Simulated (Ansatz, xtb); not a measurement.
**Relaxing a trial structure of FGe2H3**

The starting geometry of this gas-phase singlet has its atoms placed at random.

```xyz
6

F     1.6182   -0.7997    0.9695
Ge    0.3969    0.4364   -0.1752
Ge   -1.3012    0.9328    0.9819
H     1.0899    0.0850    1.0090
H     0.2720   -0.7226   -1.6465
H     0.4046    1.4467    1.0446
```

Question: Guess where an optimisation with r2SCAN-D4/def2-SVP ends from this start.

Answer: It ends as a structure given below by its coordinates. Distances that change by over a tenth: Ge2–H5 (1.88 → 1.55 Å). Contacts that open: Ge2–H4 (1.42 → 2.30 Å), Ge2–H6 (1.58 → 2.53 Å).

The energy falls by 4.64 eV over 17 steps:

```
step  E − E(last) (eV)
   1             4.643
   3             1.041
   5             0.395
   6             0.196
   8             0.079
  10             0.050
  12             0.010
  13             0.004
  15             0.000
  17             0.000
```

Final geometry (Å):

```yaml
atoms:
  - { symbol: F, position_ang: [1.6393, -0.5031, 0.6815] }
  - { symbol: Ge, position_ang: [-0.0018, 0.0787, -0.6092] }
  - { symbol: Ge, position_ang: [-1.0753, 1.5025, 0.8124] }
  - { symbol: H, position_ang: [1.2259, 0.0955, 1.3404] }
  - { symbol: H, position_ang: [0.4907, -0.8016, -1.7796] }
  - { symbol: H, position_ang: [0.2016, 1.0067, 1.7378] }
```

From the same start GFN2-xTB ends elsewhere, in pieces: FGe2H + H2.

From so rough a start the end depends on the optimiser's path, so another program may land elsewhere. The end wasn't checked by frequencies. Run with Ansatz 0.2.0, 95 s on 1 thread of Intel(R) Xeon(R) Processor @ 2.50GHz (Skylake/Cascade Lake), with other jobs on the host.
